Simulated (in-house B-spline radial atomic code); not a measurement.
Mg⁺. Computed with a B-spline radial atomic code. Model: non-relativistic spherical atom: semilocal Troullier-Martins pseudo-atom, one channel per l, against all electrons, high spin, G0W0 and RPA with empty states to l = 8, local potential for every l without a channel, a model core (radius 0 = none) keeps its share of the functional.

What the tables leave out is listed at the end.

The pseudopotential gives back the lowest level of each angular momentum of its own functional in the configuration it was made in; a second state of the same l is only approximately right. Exact exchange, RPA and GW see the smooth pseudo-orbitals and miss the exchange with the core, for which the functional's share stands in. The column with an uncorrelated core keeps all orbitals and exact exchange, and so separates missing core correlation from pseudisation. Only the three outermost levels and the lowest empty one were computed. RPA here is direct RPA, with no exchange kernel, and its energies carry an (l + 1/2)⁻⁴ tail. A hybrid on a potential with a model core restores only its own semilocal share of the core's exchange.

Command:
```bash
python run_psgw.py task.json out
```
Settings (lengths in bohr, energies in hartree):
```
Z                      12
electrons              11
configuration          [Ne] 3s1
generated_in           [Ne] 3s2
functional             pbe,pbe
core_shells            2
radius_factor          1.15
core_correction        False
ion_configuration      [He] 2s2 2p6
```

Time taken, with all properties: 34 s on 1 thread of Arm Neoverse N1, with other jobs on the host.

Given: made with PBE; model core radius 0 bohr; local radius 1.14 bohr; mean-field start PBE.

Valence shells of the generating configuration: 2p, 3s.

Channel: s 2.939, p 0.822 (radii in bohr).

Computed: largest level miss in the spin-unpolarised generating configuration 0 eV; all-electron RPA polarisability, core included 21.037 bohr³; pseudo-atom RPA polarisability 20.863 bohr³; ionisation by mean-field all-electron 15.337 eV; ionisation by mean-field pseudo minus all 0.001 eV; ionisation by RPA all-electron 15.606 eV; ionisation by RPA pseudo minus all 0.43 eV.

```tsv
level	occupied	mean-field all-electron (eV)	mean-field pseudo minus all (eV)	G0W0 all-electron (eV)	G0W0 uncorrelated core minus all (eV)	G0W0 pseudo minus all (eV)	exchange self-energy all-electron (eV)	exchange self-energy pseudo (eV)
3s up	1	-11.899	-0.006	-15.573	-0.036	-0.308	-10.421	-10.162
3s down (empty)	0	-9.8917	0.014	-7.5916	-0.035	-0.31	-1.7501	-1.496
```

What is the valence RPA correlation energy pseudo?

-0.46611 hartree.

What is the valence RPA correlation energy all-electron orbitals?

-0.36827 hartree.

Given: mean-field start PBE0.

Computed: valence RPA correlation energy all-electron orbitals -0.35057 hartree; valence RPA correlation energy pseudo -0.449 hartree; all-electron RPA polarisability, core included 17.763 bohr³; ionisation by mean-field pseudo minus all 0.163 eV; ionisation by RPA all-electron 15.496 eV; ionisation by RPA pseudo minus all 0.446 eV.

| level | occupied | mean-field all-electron (eV) | mean-field pseudo minus all (eV) | G0W0 all-electron (eV) | G0W0 uncorrelated core minus all (eV) | G0W0 pseudo minus all (eV) | exchange self-energy all-electron (eV) | exchange self-energy pseudo (eV) |
| --- | --- | --- | --- | --- | --- | --- | --- | --- |
| 3s up | 1 | -12.708 | -0.124 | -15.559 | -0.031 | -0.362 | -10.296 | -10.316 |
| 3s down (empty) | 0 | -9.0449 | -0.105 | -7.5175 | -0.028 | -0.233 | -1.5139 | -1.3925 |

What is the ionisation by mean-field all-electron?

15.232 eV.

What is the pseudo-atom RPA polarisability?

16.891 bohr³.

Given: mean-field start Hartree-Fock.

Computed: valence RPA correlation energy all-electron orbitals -0.31007 hartree; valence RPA correlation energy pseudo -0.40813 hartree; all-electron RPA polarisability, core included 12.753 bohr³; ionisation by mean-field pseudo minus all 0.636 eV; ionisation by RPA all-electron 15.297 eV; ionisation by RPA pseudo minus all 0.485 eV.

```json
{"level": "3s up", "occupied": "1", "mean-field all-electron (eV)": "-14.738", "mean-field pseudo minus all (eV)": "-0.664", "G0W0 all-electron (eV)": "-15.424", "G0W0 uncorrelated core minus all (eV)": "-0.021", "G0W0 pseudo minus all (eV)": "-0.478", "exchange self-energy all-electron (eV)": "-9.8978", "exchange self-energy pseudo (eV)": "-10.739"}
{"level": "2p down", "occupied": "1", "mean-field all-electron (eV)": "-70.743", "mean-field pseudo minus all (eV)": "4.686", "G0W0 all-electron (eV)": "-68.846", "G0W0 uncorrelated core minus all (eV)": "-0.586", "G0W0 pseudo minus all (eV)": "3.448", "exchange self-energy all-electron (eV)": "-52.823", "exchange self-energy pseudo (eV)": "-42.788"}
{"level": "2p up", "occupied": "?", "mean-field all-electron (eV)": "?", "mean-field pseudo minus all (eV)": "?", "G0W0 all-electron (eV)": "?", "G0W0 uncorrelated core minus all (eV)": "?", "G0W0 pseudo minus all (eV)": "?", "exchange self-energy all-electron (eV)": "?", "exchange self-energy pseudo (eV)": "?"}
{"level": "3s down (empty)", "occupied": "0", "mean-field all-electron (eV)": "-6.4038", "mean-field pseudo minus all (eV)": "-0.206", "G0W0 all-electron (eV)": "-7.3431", "G0W0 uncorrelated core minus all (eV)": "-0.011", "G0W0 pseudo minus all (eV)": "-0.101", "exchange self-energy all-electron (eV)": "-0.82216", "exchange self-energy pseudo (eV)": "-0.9336"}
```

What belongs in the row 2p up?

occupied: 1; mean-field all-electron (eV): -70.914; mean-field pseudo minus all (eV): 4.529; G0W0 all-electron (eV): -68.997; G0W0 uncorrelated core minus all (eV): -0.59; G0W0 pseudo minus all (eV): 3.385; exchange self-energy all-electron (eV): -52.944; exchange self-energy pseudo (eV): -42.923.

What is the ionisation by mean-field all-electron?

14.724 eV.

What is the pseudo-atom RPA polarisability?

10.724 bohr³.

Among the listed levels the largest G0W0 shift of the pseudo-atom is +3.45 eV, for 2p down on the Hartree-Fock start, while leaving the core uncorrelated moves that level by -0.59 eV. So pseudisation and the lost core exchange, not the missing core correlation, make the error. Not in the tables (levels of low weight, unsolved or above zero; the highest and the empty levels are kept at any weight): on PBE the G0W0 levels 2p down (pseudo minus all +3.73 eV, weights 0.48 and 0.10), 2p up (pseudo minus all +3.73 eV, weights 0.43 and 0.10); on PBE0 the G0W0 levels 2p down (pseudo minus all +2.96 eV, weights 0.77 and 0.64), 2p up (pseudo minus all +2.89 eV, weights 0.75 and 0.64).
